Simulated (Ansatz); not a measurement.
CH₂BCl₂InO, SMILES `[Cl][In]([Cl])[CH]1BO1`. Total charge 0; spin multiplicity 1. In takes the def2 core potential.

| atom | x (Å) | y (Å) | z (Å) |
| --- | --- | --- | --- |
| Cl1 | 2.806 | -0.172 | -1.339 |
| In2 | 1.110 | 0.967 | -0.247 |
| Cl3 | 1.434 | 3.260 | -0.157 |
| C4 | -0.620 | -0.013 | 0.511 |
| B5 | -1.229 | -1.254 | -0.103 |
| O6 | -0.431 | -1.448 | 0.941 |
| H7 | -1.187 | 0.562 | 1.240 |
| H8 | -1.882 | -1.901 | -0.846 |

Question: What are the harmonic wavenumbers in cm⁻¹ at PBE0-D4/def2-TZVP (Ansatz, finite differences of forces, unscaled)? (Estimate.)

Answer: Ansatz gave: 37, 51, 87, 94, 223, 247, 357, 374, 512, 714, 777, 882, 970, 1086, 1212, 1440, 2769, 3135.

Question: Is this a minimum?

Answer: Yes, all 18 modes are real.

Question: Give the ideal-gas thermochemistry at 298.15 K and 1 bar (rigid rotor, harmonic oscillator; point group C1, symmetry number 1).

Answer: Zero-point energy 89.5 kJ/mol; H(298) − E = 113.8 kJ/mol; entropy 405.2 J/(mol·K), of which translation 176.5, rotation 124.6, vibration 104.2; G(298) − E = -7.0 kJ/mol. Modes under 100 cm⁻¹ are hindered rotations or soft bends, so the harmonic entropy is rough.

Question: And at 400, 500, 600, 800 and 1000 K?

Answer: 
| T (K) | H − E (kJ/mol) | S (J/mol/K) | G − E (kJ/mol) |
| --- | --- | --- | --- |
| 400 | 125.9 | 440.1 | -50.1 |
| 500 | 138.9 | 469.2 | -95.6 |
| 600 | 152.9 | 494.5 | -143.9 |
| 800 | 182.6 | 537.2 | -247.2 |
| 1000 | 214.0 | 572.2 | -358.2 |
